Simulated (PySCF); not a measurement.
Delta-SCF ions had no search for a lower state. Excitations are Tamm–Dancoff values on a coarser integration grid. The basis has no diffuse functions, so Rydberg states are missing or too high.

Cartesian coordinates (Å):
SMILES: [CH2](C)[In]([I])[CH2]C
```xyz
16

C      3.0073    -0.3457    -0.0060
C      1.5678    -0.7708     0.2594
In     0.0608     0.7004    -0.2470
I      1.1395     2.9817    -1.2706
C     -2.0972     0.8124    -0.1420
C     -2.8085    -0.4363     0.3716
H      3.7172    -1.1418     0.2730
H      3.1771    -0.1094    -1.0669
H      3.2815     0.5549     0.5631
H      1.4112    -1.0191     1.3218
H      1.3080    -1.6828    -0.3025
H     -2.3198     1.6894     0.4861
H     -2.4327     1.0796    -1.1563
H     -2.4967    -0.7012     1.3940
H     -3.9018    -0.2961     0.3966
H     -2.6136    -1.3154    -0.2623
```
Charge 0, spin multiplicity 1.

### Question
Predict the vertical ionisation energy (Delta-SCF), total energy, HOMO, dipole moment, LUMO, T1 excitation (TDA), S1–T1 gap (TDA) and S1 excitation (TDA) from TPSSh-D3(BJ)/def2-TZVP // CAM-B3LYP-D3(BJ)/def2-SVP in PySCF.

### Answer

```json
{
  "vertical ionisation energy (Delta-SCF)": "8.26 eV",
  "total_energy": "-17585.98 eV",
  "HOMO": "-6.20 eV",
  "dipole_moment": "3.73 D",
  "LUMO": "-1.63 eV",
  "T1 excitation (TDA)": "3.98 eV",
  "S1–T1 gap (TDA)": "0.12 eV",
  "S1 excitation (TDA)": "4.09 eV"
}
```
